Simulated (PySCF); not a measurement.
**Ag(2+): excitation energy**

Ag(2+) [Kr] 4d9 (2D) → Ag(2+) [Kr] 4d8 5p1 (high-spin determinant), as a difference of total energies. All numbers are calculated (PySCF 2.14, scalar relativity through the core potential, in aug-cc-pVTZ-PP with ECP28MDF (6s6p5d3f2g, 88 functions)). Correlated levels: valence: 4s2 4p6 frozen. The calculations carry no spin-orbit coupling.

```csv
method,excitation energy (cm⁻¹)
UHF,111620
LDA,117500
PBE,115430
PBE0,116500
r2SCAN,114040
PW91,115450
r2SCANh,114550
BLYP,114530
LC-wPBE,118240
MP2 (valence),121180
SCS-MP2 (valence),121730
```

The determinant of the upper state mixes LS terms, which raises its energy above the lowest term, most at the Hartree-Fock and MP2 levels.
